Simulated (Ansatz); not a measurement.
Calculated with Ansatz (gas phase, PBE0-D4/def2-TZVP geometries, no zero-point term in ΔE). CCSD(T)/CBS is the MP2 limit (def2-TZVPP, def2-QZVPP) plus CCSD(T) − MP2 in def2-TZVPP, frozen cores. DFT in def2-TZVPP. B3LYP here is the variant with VWN-RPA as its local correlation; programs differ in this. One conformer a species, not always the lowest.

`BB(C)BCl` + `COC(C)=N` → `BB(C)OC` + `CC(=N)BCl`  (formal exchange of groups at a B–B bond)

| level | ΔE (kJ/mol) |
| --- | --- |
| PBE0-D4 | -107.5 |
| B3LYP | -116.5 |

Question: What does CCSD(T)/CBS give? (Estimate.)

Answer: The calculation gave: -126.6 kJ/mol. The listed levels differ from it by 19.1, 10.1 kJ/mol.

Largest T1 diagnostic among the species: 0.014.

From PBE to PBE0 (25 % exact exchange), in def2-TZVPP and without D4, ΔE moves by −4.7 kJ/mol. In def2-TZVPP, CCSD(T) changes the Hartree–Fock value by −3.8 kJ/mol (the triples alone add +0.0 kJ/mol) and MP2 by −5.8 kJ/mol.
